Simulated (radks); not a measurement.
Values are calculated unless marked as measured or tabulated.
Spherical quantum dot in the effective-mass picture: electrons in a parabolic well V = omega^2 r^2 / 2 with omega = 0.21, all in effective atomic units (hartree* = m*/eps^2 hartree, bohr* = eps/m* bohr), one dielectric constant everywhere. Level of theory: non-relativistic Kohn-Sham, exchange-only LDA, spin-polarised, spherical densities (a radial shooting solver with Libxc functionals). Levels are named by radial order and angular momentum (1s, 1p, 1d, 2s, ...), and open shells are averaged over m. Results are scaled to m* = 0.035 and eps = 13.8, for which hartree* = 5.001 meV and bohr* = 20.86 nm. At N = 13 the configuration is 1s2 1p6 1d(up 5, down 0). Does electron 14 go into 2s up or 1d down or 2s down?

Answer. Into 2s up. The total energies of the other choices lie higher by 0.0271 meV (1d down), 0.128 meV (2s down).
